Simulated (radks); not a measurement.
The numbers below are computed, except where a source is named.
Species: Pm III. Configuration: [Xe] 4f5. Level of theory: scalar-relativistic Kohn-Sham, r2SCAN, spin-polarised, spherical densities, finite nucleus; open shells are filled with parallel spins first (spin-orbit coupling, left out, can overturn this in heavy ions); meta-GGA in the generalised Kohn-Sham scheme; Fermi nuclear charge, rms radius 4.962 fm (a radial shooting solver on a logarithmic mesh with Libxc functionals).

X-ray form factor f0, the Fourier transform of the density (f0(0) = 59):

| sin(theta)/lambda (1/angstrom) | f0 (electrons) |
|---|---|
| 0.05 | 58.257 |
| 0.1 | 56.191 |
| 0.15 | 53.211 |
| 0.2 | 49.800 |
| 0.25 | 46.358 |
| 0.3 | 43.133 |
| 0.4 | 37.638 |
| 0.5 | 33.244 |
| 0.6 | 29.579 |
| 0.8 | 23.799 |
| 1 | 19.839 |
| 1.25 | 16.718 |
| 1.5 | 14.517 |
| 2 | 10.739 |
